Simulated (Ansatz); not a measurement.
Cost and result up the ladder for BI3 (4 atoms). Charge 0, multiplicity 1. Geometry: PBE-D4/def2-SVP.

Cartesian coordinates in Å:
```
B 0.000 0.000 0.000
I -1.109 1.358 1.214
I 0.559 0.554 -1.983
I 0.551 -1.912 0.768
```

Ansatz on 4 threads of Intel Xeon 6975P-C on a shared host. Times are rough, and most runs start from the orbitals of an earlier one. ωB97M-V/def2-TZVP serves as the yardstick here, not as an exact answer. Differences are given only for rows in sets of like size (and for xTB, whose basis is part of the method), since another set adds its own error. Binding counts from free atoms at the same level (B doublet, I doublet; other spins of the atoms weren't run), without zero-point energy or a counterpoise term.

In the def2 sets I takes a core potential; there is no spin–orbit coupling. Correlated methods freeze 13 core orbitals; core or outer-core shells of I are correlated, in sets that lack core-valence functions. The rows differ in basis, and correlated rows in double-zeta sets carry the largest basis error.

Correlated methods converge slowly with the basis, most of all in double-zeta sets.

| level | functions | binding energy per atom (eV) | difference from ωB97M-V/def2-TZVP (eV) |
| --- | --- | --- | --- |
| r2SCAN-D4/def2-TZVP | 181 | 2.54 | 0.13 |
| ωB97M-V/def2-TZVP | 181 | 2.40 | 0.00 |
| PBE0-D4/def2-TZVP | 181 | 2.55 | 0.15 |
| PBE-D4/def2-TZVP (with forces) | 181 | 2.64 | 0.24 |
| B97M-V/def2-TZVP | 181 | 2.46 | 0.06 |
| LDA (SPW92)/def2-TZVP | 181 | 3.02 | 0.62 |
| HF/def2-TZVP | 181 | 1.61 | -0.79 |
| BHLYP-D4/def2-TZVP | 181 | 2.32 | -0.08 |
| r2SCANh-D4/def2-TZVP | 181 | 2.51 | 0.10 |
| r2SCAN0-D4/def2-TZVP | 181 | 2.46 | 0.06 |
| PBE-D4/def2-SVP | 92 | 2.67 | – |
| PBE0-D4/def2-SVP | 92 | 2.57 | – |
| MP2/def2-TZVP | 181 | 2.62 | 0.22 |
| CCSD(T)/def2-SVP | 92 | 2.27 | – |

**Question.** Estimate how long each takes.

**Answer.** PBE-D4/def2-SVP 0.4 s; LDA (SPW92)/def2-TZVP 0.65 s; PBE0-D4/def2-SVP 0.75 s; PBE-D4/def2-TZVP (with forces) 1.1 s; HF/def2-TZVP 1.4 s; PBE0-D4/def2-TZVP 1.4 s; r2SCAN-D4/def2-TZVP 1.6 s; MP2/def2-TZVP 1.8 s; BHLYP-D4/def2-TZVP 2 s; r2SCANh-D4/def2-TZVP 2.1 s; r2SCAN0-D4/def2-TZVP 2.1 s; B97M-V/def2-TZVP 3 s; CCSD(T)/def2-SVP 3.2 s; ωB97M-V/def2-TZVP 3.8 s. On shared hardware such times vary by a factor of up to 3.
